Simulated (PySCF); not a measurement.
hexafluorobutadiene (C₄F₆), SMILES FC(F)=C(F)C(F)=C(F)F.

The structure is a stationary point at ωB97X-D3(BJ)/def2-SVP. The geometry has at least one imaginary mode, so it is a saddle point at that level. One conformer was computed; it need not be the lowest.

Computed with PBE/def2-SVP (PySCF).

Symmetry labels are those of the subgroup C2h that the program uses (full group C2h).

List the valence orbital energies around the gap with their symmetry. (Estimate from the structure and the level; the computed values follow.)


```tsv
orbital	symmetry	energy (eV)
HOMO−7	Au	-10.89
HOMO−6	Bg	-10.84
HOMO−5	Bu	-10.46
HOMO−4	Bu	-10.41
HOMO−3	Ag	-10.36
HOMO−2	Ag	-9.13
HOMO−1	Au	-7.19
HOMO	Bg	-5.48
LUMO	Au	-1.62
LUMO+1	Bu	-0.35
LUMO+2	Bg	1.28
LUMO+3	Ag	1.88
```
